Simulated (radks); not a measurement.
Results of a calculation; reference values are marked as such.
Spherical quantum dot in the effective-mass picture: electrons in a well V = -V0 / (1 + exp((r - R)/a)) with V0 = 11.5, R = 3.96, a = 0.38, all in effective atomic units (hartree* = m*/eps^2 hartree, bohr* = eps/m* bohr), one dielectric constant everywhere. Level of theory: non-relativistic Kohn-Sham, r2SCAN, spin-polarised, spherical densities, generalised Kohn-Sham scheme (a radial shooting solver with Libxc functionals). Levels are named by radial order and angular momentum (1s, 1p, 1d, 2s, ...), and open shells are averaged over m. Results are scaled to m* = 0.496 and eps = 4.6, for which hartree* = 637.8 meV and bohr* = 0.4908 nm.

N = 4, configuration 1s2 1p(up 2, down 0). This is the lowest configuration that the search found. Occupied and some empty levels:

level,occupation,eigenvalue (meV),<r> (nm)
1s up,1,-6149.5,0.9508
1s down,1,-6087.2,0.9227
1p up,2,-5919.7,1.075
1p down,0,-5845.5,1.071
1d up,0,-5596.9,1.168
1d down,0,-5525.5,1.168
2s up,0,-5343.6,0.9090
2s down,0,-5338.8,0.9051
1f up,0,-5201.2,1.243
1f down,0,-5135.7,1.243

Energy (meV): total -26041.2, kinetic 1263.8, external -28745, Hartree 2231.6, exchange-correlation -791.31.

Electron density:

r (nm),n(r) (e/nm^3)
0.148,0.3869
0.307,0.4190
0.465,0.4612
0.624,0.4914
0.782,0.4867
0.941,0.4298
1.10,0.3236
1.26,0.1977
1.42,0.09202
1.58,0.03046
1.73,0.006653
1.89,0.0009241
2.05,0.00008333
